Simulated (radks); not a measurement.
The numbers below are computed, except where a source is named.
Ta2+, 71 electrons, occupied as [Xe] 4f14 5d3. Level of theory: Dirac Kohn-Sham, PBE, spin-unpolarised, spherical densities, finite nucleus; open shells fill j = l - 1/2 first; Fermi nuclear charge, rms radius 5.3507 fm (a radial shooting solver on a logarithmic mesh with Libxc functionals).

Unscreened Slater integrals over Kohn-Sham orbitals (cm^-1). Large and small components are both included. Empty in this configuration: 5d5/2.

| integral | value |
|---|---|
| F0(5d3/2,5d3/2) | 101450 |
| F2(5d3/2,5d3/2) | 51864 |
| F0(5d3/2,4f7/2) | 132180 |
| F2(5d3/2,4f7/2) | 29859 |
| G3(5d3/2,4f7/2) | 10400 |
| G5(5d3/2,4f7/2) | 7965.2 |
| F0(5d3/2,4f5/2) | 132390 |
| F2(5d3/2,4f5/2) | 29369 |
| G1(5d3/2,4f5/2) | 12017 |
| G3(5d3/2,4f5/2) | 10036 |
| F0(5d3/2,5p3/2) | 118470 |
| F2(5d3/2,5p3/2) | 56750 |
| G1(5d3/2,5p3/2) | 67615 |
| G3(5d3/2,5p3/2) | 41376 |
| F0(5d3/2,5d5/2) | 99878 |
| F2(5d3/2,5d5/2) | 51023 |
| G2(5d3/2,5d5/2) | 50981 |
| G4(5d3/2,5d5/2) | 33282 |
| F0(4f7/2,4f7/2) | 315750 |
| F2(4f7/2,4f7/2) | 150900 |
| F4(4f7/2,4f7/2) | 94847 |
| F6(4f7/2,4f7/2) | 68286 |
| F0(4f7/2,4f5/2) | 318300 |
| F2(4f7/2,4f5/2) | 152200 |
| F4(4f7/2,4f5/2) | 95682 |
| G2(4f7/2,4f5/2) | 151650 |
| G4(4f7/2,4f5/2) | 95353 |
| G6(4f7/2,4f5/2) | 68660 |
| F0(4f7/2,5p3/2) | 182650 |
| F2(4f7/2,5p3/2) | 57850 |
| G2(4f7/2,5p3/2) | 26433 |
| G4(4f7/2,5p3/2) | 21009 |
| F0(4f7/2,5d5/2) | 128530 |
| F2(4f7/2,5d5/2) | 28086 |
| F4(4f7/2,5d5/2) | 13019 |
| G1(4f7/2,5d5/2) | 11434 |
| G3(4f7/2,5d5/2) | 9547.5 |
| G5(4f7/2,5d5/2) | 7333.6 |
| F0(4f5/2,4f5/2) | 320910 |
| F2(4f5/2,4f5/2) | 153550 |
| F4(4f5/2,4f5/2) | 96557 |
| F0(4f5/2,5p3/2) | 183150 |
| F2(4f5/2,5p3/2) | 57202 |
| G2(4f5/2,5p3/2) | 25566 |
| G4(4f5/2,5p3/2) | 20427 |
| F0(4f5/2,5d5/2) | 128720 |
| F2(4f5/2,5d5/2) | 27615 |
| F4(4f5/2,5d5/2) | 12701 |
| G1(4f5/2,5d5/2) | 10887 |
| G3(4f5/2,5d5/2) | 9191.2 |
| G5(4f5/2,5d5/2) | 7082.0 |
| F0(5p3/2,5p3/2) | 149200 |
| F2(5p3/2,5p3/2) | 80221 |
| F0(5p3/2,5d5/2) | 115900 |
| F2(5p3/2,5d5/2) | 54595 |
| G1(5p3/2,5d5/2) | 63880 |
| G3(5p3/2,5d5/2) | 39099 |
| F0(5d5/2,5d5/2) | 98390 |
| F2(5d5/2,5d5/2) | 50287 |
| F4(5d5/2,5d5/2) | 32818 |
